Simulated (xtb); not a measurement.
H8N2OSi2, SMILES N[SiH2]N[SiH2]O. All values are semi-empirical tight-binding results from xtb (GFN2-xTB unless named), good for trends rather than for accurate numbers. Geometry optimised at GFN2-xTB. The structure was generated by enumeration, and PubChem lists no compound with its InChIKey, so it may never have been made. Other conformers were not sampled.

Optimised geometry:

```xyz
13

N     -1.9119     1.5312    -1.5598
Si    -1.3237     0.0521    -0.8998
N      0.0337     0.2777     0.1629
Si     1.0752    -0.9226     0.8489
O      2.3497    -0.1917     1.5494
H     -2.4610     2.1473    -0.9840
H     -1.3116     2.0708    -2.1612
H     -0.8434    -0.7489    -2.0203
H     -2.4679    -0.5321    -0.1959
H      0.0188     1.1453     0.6788
H      1.4748    -1.7842    -0.2604
H      0.5103    -1.6360     1.9880
H      2.9088     0.3970     1.0497
```
Charge 0, spin multiplicity 1.

```json
{
 "orbital_gap": "5.75 eV",
 "dipole_moment": "2.27 D",
 "zero_point_energy": "54.7 kcal/mol",
 "G − E(el) at 298.15 K (modified RRHO)": "33.6 kcal/mol",
 "static polarisability (D4 model)": "83.2 bohr³",
 "solvation energy, GFN2-xTB/ALPB(water)": "-6.2 kcal/mol",
 "solvation energy, GFN2-xTB/ALPB(dmso)": "-10.4 kcal/mol"
}
```

Computed atomic charges and the Wiberg bond orders between heavy atoms:
charges (e) N1 -0.43, Si2 0.50, N3 -0.46, Si4 0.54, O5 -0.49, H6 0.15, H7 0.15, H8 -0.10, H9 -0.11, H10 0.14, H11 -0.11, H12 -0.09, H13 0.30. Bond orders N1–Si2 1.11, Si2–N3 1.03, N3–Si4 1.06, Si4–O5 1.15.
